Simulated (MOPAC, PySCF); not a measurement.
Br₄Si, SMILES `[Si](Br)(Br)(Br)Br`, neutral singlet in the gas phase. 

Cartesian coordinates (Å):
```xyz
5

Br    -1.1191     1.8716     0.2367
Si     0.0000     0.0000     0.0000
Br    -1.0649    -1.3174    -1.3936
Br     1.9987     0.4382    -0.7905
Br     0.1853    -0.9924     1.9474
```
Charge 0, multiplicity 1.

All levels are single points at this geometry (PBE0-D3(BJ)/def2-TZVP); Pople sets use spherical d functions. Orbital energies aren't observables, and empty levels follow the basis.

B3LYP-D3(BJ)/def2-TZVP in PySCF gives HOMO (eV) = -8.41.

Estimate the HOMO (eV) from each of these levels: M06-2X/def2-TZVP in PySCF; B3LYP/6-311+G** (LANL2DZ on Br) in PySCF; B3LYP/LANL2DZ in PySCF; PBE/6-31G* in PySCF; SVWN5/6-31G* in PySCF; HF/3-21G in PySCF; AM1 in MOPAC; PM6 in MOPAC.


| level | HOMO (eV) |
|---|---|
| M06-2X/def2-TZVP in PySCF | -9.90 |
| B3LYP/6-311+G** (LANL2DZ on Br) in PySCF | -8.55 |
| B3LYP/LANL2DZ in PySCF | -8.70 |
| PBE/6-31G* in PySCF | -7.41 |
| SVWN5/6-31G* in PySCF | -7.56 |
| HF/3-21G in PySCF | -11.74 |
| AM1 in MOPAC | -11.82 |
| PM6 in MOPAC | -10.78 |
